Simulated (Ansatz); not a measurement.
This geometry of C3H6SiTe (11 atoms, charge 0, multiplicity 1) is a first-order saddle point.

Level of theory: Ansatz, RKS PBE/def2-SVP.

```xyz
11
Properties=species:S:1:pos:R:3
C -1.718 0.688 2.646
C -0.883 0.044 1.911
Si 0.379 -1.020 1.024
Te -0.204 -1.373 -1.392
C 0.439 0.632 -2.000
H -1.670 0.839 1.343
H 1.725 -0.359 1.138
H 0.376 -2.354 1.710
H 0.382 0.648 -3.104
H -0.241 1.395 -1.581
H 1.480 0.803 -1.675
```

Q: Which two structures does it join? (They come from a converged band through this point; their orientation in space is the band's.)

A: No bond is made or broken.

Initial state:

```xyz
11
Properties=species:S:1:pos:R:3
C -1.620 0.805 1.971
C -0.765 0.007 1.589
Si 0.507 -1.161 0.961
Te 0.257 -1.528 -1.515
C 0.446 0.602 -1.984
H -2.373 1.503 2.314
H 1.860 -0.598 1.302
H 0.338 -2.506 1.609
H 0.261 0.700 -3.069
H -0.313 1.167 -1.415
H 1.466 0.950 -1.742
```

Final state:

```xyz
11
Properties=species:S:1:pos:R:3
C -1.333 1.341 2.042
C -0.718 0.280 1.653
Si 0.408 -1.081 1.035
Te 0.057 -1.463 -1.419
C 0.397 0.642 -1.923
H -1.958 0.269 1.560
H 1.786 -0.597 1.388
H 0.100 -2.370 1.739
H 0.098 0.760 -2.981
H -0.237 1.276 -1.276
H 1.466 0.887 -1.798
```

Q: How far does it lie above each of them?

A: 46.1 kcal/mol above the first and 1.5 kcal/mol above the second. This is the barrier of this one path; another mechanism may lie lower.

Run time: 5.9 min on 2 threads of Arm Neoverse V1, with other jobs on the host, peak memory 0.16 GiB.
